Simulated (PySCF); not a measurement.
Input file for PySCF: D3(BJ) and D4 dispersion corrections on C2H10BN (a complex), monomers drawn apart or pushed together.

```python
from pyscf import gto
from pyscf.dispersion import dftd3, dftd4

mol = gto.M(
    atom='''
    B    -0.92882853    0.28962972    0.29840841
    N     0.63215898   -0.16702462    0.57007700
    H    -1.04449881    1.36596360    0.83879062
    H    -1.60656678   -0.57363610    0.80756020
    H    -1.04869126    0.34361681   -0.90279062
    H     1.28372321    0.50425037    0.17446295
    H     0.82645800   -1.07243659    0.15280837
    H     0.81249708   -0.23273552    1.57231514
    C     0.37478701    0.56816300    5.88589274
    C    -0.01960863   -0.69932473    5.87133938
    H     1.20545226    0.89945715    6.49809000
    H    -0.13290236    1.31955643    5.29230167
    H    -0.85969902   -1.01776520    5.26510737
    H     0.47316651   -1.45599996    6.47064507
    ''',
    basis='def2-svp',
    charge=0, spin=0, verbose=0, max_memory=1800)
d3, d4 = {}, {}
for xc in ['hf', 'pbe', 'blyp', 'revpbe', 'tpss', 'r2scan', 'b3lyp', 'pbe0', 'bhlyp', 'camb3lyp', 'b2plyp']:
    d3[xc] = float(dftd3.DFTD3Dispersion(mol, xc=xc, version='d3bj', atm=False).get_dispersion()['energy'])
    print(f'D3(BJ) {xc:10s} {d3[xc]:14.8f} Eh')
for xc in ['hf', 'pbe', 'blyp', 'revpbe', 'tpss', 'r2scan', 'b3lyp', 'pbe0', 'bhlyp', 'camb3lyp', 'b2plyp']:
    d4[xc] = float(dftd4.DFTD4Dispersion(mol, xc={'camb3lyp': 'cam-b3lyp'}.get(xc, xc), atm=True).get_dispersion()['energy'])
    print(f'D4     {xc:10s} {d4[xc]:14.8f} Eh')
```

It printed:

```
D3(BJ) hf            -0.05611069 Eh
D3(BJ) pbe           -0.00611094 Eh
D3(BJ) blyp          -0.01235735 Eh
D3(BJ) revpbe        -0.01638701 Eh
D3(BJ) tpss          -0.00737730 Eh
D3(BJ) r2scan        -0.00171977 Eh
D3(BJ) b3lyp         -0.00999709 Eh
D3(BJ) pbe0          -0.00501529 Eh
D3(BJ) bhlyp         -0.00746264 Eh
D3(BJ) camb3lyp      -0.00419315 Eh
D3(BJ) b2plyp        -0.00436217 Eh
D4     hf            -0.02038157 Eh
D4     pbe           -0.00486244 Eh
D4     blyp          -0.01109849 Eh
D4     revpbe        -0.01875387 Eh
D4     tpss          -0.00655943 Eh
D4     r2scan        -0.00131880 Eh
D4     b3lyp         -0.00768096 Eh
D4     pbe0          -0.00402416 Eh
D4     bhlyp         -0.00507739 Eh
D4     camb3lyp      -0.00396006 Eh
D4     b2plyp        -0.00335698 Eh
```

The run finished.

Cost: very roughly 0.03 core-seconds.
